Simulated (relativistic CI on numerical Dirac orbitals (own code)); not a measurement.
# Cr⁴⁺: resonant inelastic scattering at the L2,3 edge

Computed with this model: Dirac-Coulomb-Breit CI, separate exchange-only KLI orbitals for each configuration, model QED, valence Slater integrals scaled by 0.7, Kramers-Heisenberg scattering through one core-hole configuration in a parametric crystal field; configurations [Ar] 3d2 → [He] 2s2 2p5 3s2 3p6 3d3; 80 K; core-hole width 0.4 eV; summed over polarisations. Incident energies are the highest absorption maxima for each field (at most a few, so the weaker spin-orbit partner edge can be absent), on the computed scale of the free ion. Intensities are in per cent of the strongest line above 0.02 eV; levels within 1 cm⁻¹ are merged; final levels count from the ground level, the first row holds all elastic scattering, lines under 0.4 are left out and each table stops after 24 rows. The scale of the Slater integrals is a model choice and moves the terms in proportion.

Field parameters in Wybourne normalisation: Td as Oh with Dq negative (B⁴₀ = 21Dq, B⁴₄ = √(5/14) B⁴₀). The field is a parameter set, without covalency.

S is read from ⟨S²⟩ = S(S + 1).

Td, 10Dq = -2200 cm⁻¹:

```
Final level (eV)  Degeneracy  Irrep     S  583.4 eV  585.4 eV  592.7 eV
           0.000           3     T2  1.00     811.8     216.4     322.8
           0.266           1     A2  1.00      18.6       0.3       1.8
           0.270           2      E  1.00       7.1       9.8      22.3
           0.277           3     T2  1.00      43.9      26.8      73.3
           0.288           3     T1  1.00      96.5     100.0       6.2
           0.473           3     T2  1.00       9.5      35.4      26.1
           0.486           2      E  1.00      20.3      61.7       7.3
           0.528           3     T1  1.00      11.0       9.5      14.3
           0.550           1     A1  1.00       0.7      20.9       2.1
           1.530           2      E  0.03      10.5      29.6      36.9
           1.736           3     T2  0.09      14.1      67.1      52.9
           1.946           1     A1  1.00       1.0      16.1      47.5
           1.968           3     T1  1.00       1.6       7.3      11.5
           2.006           2      E  0.99       0.5      70.1       6.0
           2.013           3     T2  0.97       4.2      28.9      29.7
           2.333           1     A1  0.00       3.5      19.1      40.7
           2.409           3     T1  0.00       7.9      16.0      57.0
           2.528           2      E  0.00       2.1       7.2      27.0
           2.587           3     T2  0.00       3.6      12.0      18.7
           5.637           1     A1  0.00       0.0       0.2       2.7
```

Td, 10Dq = -5000 cm⁻¹:

| Final level (eV) | Degeneracy | Irrep | S | 583.5 eV | 590.7 eV | 592.6 eV |
| --- | --- | --- | --- | --- | --- | --- |
| 0.000 | 3 | T2 | 1.00 | 960.5 | 182.4 | 337.8 |
| 0.607 | 1 | A2 | 1.00 | 16.5 | 1.1 | 0.3 |
| 0.616 | 3 | T2 | 1.00 | 40.5 | 42.1 | 100.0 |
| 0.623 | 2 | E | 1.00 | 19.6 | 7.2 | 24.9 |
| 0.632 | 3 | T1 | 1.00 | 48.7 | 7.4 | 66.4 |
| 1.050 | 3 | T2 | 1.00 | 9.0 | 30.8 | 15.7 |
| 1.053 | 2 | E | 1.00 | 5.9 | 21.4 | 56.8 |
| 1.104 | 3 | T1 | 1.00 | 3.5 | 22.8 | 41.1 |
| 1.127 | 1 | A1 | 1.00 | 0.3 | 0.9 | 30.9 |
| 1.602 | 2 | E | 0.02 | 28.1 | 12.2 | 86.6 |
| 2.149 | 3 | T2 | 0.07 | 21.9 | 11.2 | 70.4 |
| 2.398 | 1 | A1 | 1.00 | 0.6 | 4.1 | 15.6 |
| 2.418 | 3 | T1 | 1.00 | 2.6 | 29.1 | 5.9 |
| 2.450 | 2 | E | 1.00 | 4.0 | 8.3 | 2.5 |
| 2.460 | 3 | T2 | 0.97 | 5.6 | 35.8 | 7.9 |
| 2.522 | 1 | A1 | 0.01 | 4.0 | 2.5 | 35.6 |
| 2.750 | 3 | T1 | 0.00 | 9.6 | 10.4 | 57.3 |
| 3.143 | 2 | E | 0.00 | 1.9 | 0.2 | 9.0 |
| 3.204 | 3 | T2 | 0.00 | 3.6 | 6.9 | 15.7 |
| 6.131 | 1 | A1 | 0.00 | 0.1 | 6.6 | 0.4 |

Td, 10Dq = -7800 cm⁻¹:

| Final level (eV) | Degeneracy | Irrep | S | 583.7 eV | 590.9 eV | 592.7 eV |
| --- | --- | --- | --- | --- | --- | --- |
| 0.000 | 3 | T2 | 1.00 | 944.7 | 195.4 | 541.7 |
| 0.952 | 1 | A2 | 1.00 | 11.8 | 0.3 | 3.3 |
| 0.961 | 3 | T2 | 1.00 | 20.8 | 45.3 | 90.2 |
| 0.970 | 2 | E | 1.00 | 6.9 | 8.8 | 71.3 |
| 0.978 | 3 | T1 | 1.00 | 21.3 | 36.1 | 36.0 |
| 1.573 | 2 | E | 0.79 | 28.7 | 22.2 | 24.6 |
| 1.595 | 3 | T2 | 1.00 | 21.4 | 24.2 | 44.0 |
| 1.643 | 3 | T1 | 1.00 | 4.7 | 19.5 | 18.7 |
| 1.656 | 2 | E | 0.43 | 15.5 | 3.9 | 100.0 |
| 1.663 | 1 | A1 | 1.00 | 0.2 | 1.1 | 84.0 |
| 2.537 | 3 | T2 | 0.04 | 19.2 | 12.0 | 61.1 |
| 2.665 | 1 | A1 | 0.01 | 6.5 | 1.2 | 57.8 |
| 2.899 | 1 | A1 | 1.00 | 0.7 | 5.0 | 25.4 |
| 2.915 | 3 | T1 | 1.00 | 1.5 | 15.0 | 9.8 |
| 2.941 | 2 | E | 1.00 | 4.1 | 3.0 | 2.4 |
| 2.948 | 3 | T2 | 0.99 | 3.2 | 42.9 | 5.9 |
| 3.096 | 3 | T1 | 0.01 | 4.2 | 20.1 | 50.4 |
| 3.805 | 2 | E | 0.00 | 0.6 | 0.1 | 3.4 |
| 3.856 | 3 | T2 | 0.00 | 3.3 | 7.6 | 24.2 |
| 6.678 | 1 | A1 | 0.00 | 0.2 | 2.7 | 1.4 |

For the first field the strongest loss at the lowest incident energy is the level at 0.29 eV (S = 1.00, against 1.00 in the thermal ground state). Levels of other spin, the first over 8 % at 1.53 eV, appear because spin-orbit coupling of the core hole, and in heavier ions of the valence shell too, mixes spins.
